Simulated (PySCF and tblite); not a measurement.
Results of a calculation; reference values are marked as such.
2-mercaptophenol, C₆H₆OS, numbered as in [OH:1][c:2]1[cH:3][cH:4][cH:5][cH:6][c:7]1[SH:8]. The ensemble was built from 90 distance-geometry starts (ETKDG and KDG, MMFF94s, GFN2-xTB) and rests on GFN2-xTB geometries. Energies: HF-D3(BJ)/6-31+G* (IEF-PCM, acetonitrile), with GFN2-xTB thermal terms (modes under about 100 cm⁻¹ blended into free rotors). Symmetry numbers and mirror images are counted. Conformers within 3 kcal/mol (GFN2-xTB free energy) were kept, 4 at most. GIAO shieldings: KT2/pcSseg-1 (IEF-PCM, acetonitrile). Shifts are against TMS (¹H), TMS (¹³C) at the same level. Run with PySCF (density fitting) and tblite.

Torsions listed: H1–O1–C2–C3, C2–C7–S8–H8.

```csv
conformer,shape,point group,mirror pair,ΔE(HF),Δ(G−E) at 250 K,δ C6 (ppm)
1,"0°, 0°",Cs,no,0.00,0.00,122.7
2,"180°, 180°",Cs,no,1.88,-0.31,125.8
```

Energies in kcal/mol; the thermal term leaves out symmetry numbers and mirror images.

Problem. Work out the weights at 250 K and the ¹³C shift of C6 under fast exchange.

Solution. RT = 0.497 kcal/mol. Each conformer gets RT ln(σ/g), with σ the rotational symmetry number and g = 2 for a mirror pair: 1: σ = 1, g = 1, G = 0.00 + 0.00 + 0.00 = 0.00, 0.00 above the lowest, exp(−ΔG/RT) = 1.000; 2: σ = 1, g = 1, G = 1.88 − 0.31 + 0.00 = 1.57, 1.57 above the lowest, exp(−ΔG/RT) = 0.042. The sum is 1.042, so the weights are 95.9, 4.1 %. The averaged shift is 122.9 ppm. At 298.15 K it is 123.0 ppm. At 298.15 K the leading conformer alone gives 122.7 ppm and bare HF energies give 122.9 ppm.

The minima are those of GFN2-xTB; planar forms about aryl–S or allylic bonds may be saddles in HF.
